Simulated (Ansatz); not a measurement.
**Multireference treatment of FeO, quintet**

Computed with Ansatz's Gaussian-basis code (development build). Basis def2-SVP, nonrelativistic, 6 orbitals frozen in the corrections. State-specific CASSCF; RHF is the lowest restricted (open-shell) Hartree–Fock solution met. Letters tell apart solutions met in one space. The basis is small, far from the limit. No symmetry is imposed, so a solution can break that of the shape. No proof that the lowest CASSCF solution was found.

Geometry: bond length 1.4867 Å.

CASSCF less RHF, in eV, and natural occupations:

| CAS | CASSCF | occupations |
| --- | --- | --- |
| (12,9) a | -2.811 | 2.00, 1.97, 1.97, 1.82, 1.03, 1.03, 1.00, 1.00, 0.18 |
| (12,9) b | -2.778 | 1.99, 1.97, 1.97, 1.82, 1.03, 1.03, 1.00, 1.00, 0.19 |

(1) What totals less RHF do the corrections give on each solution?

(2) In CAS(12,9), is the solution lowest in CASSCF also lowest after SC-NEVPT2?

## Answers

(1) 

```tsv
CAS	SC-NEVPT2
(12,9) a	-13.958
(12,9) b	-14.002
```

(2) No: (12,9) b is lowest after SC-NEVPT2, 0.04 eV under (12,9) a, which leads in CASSCF.
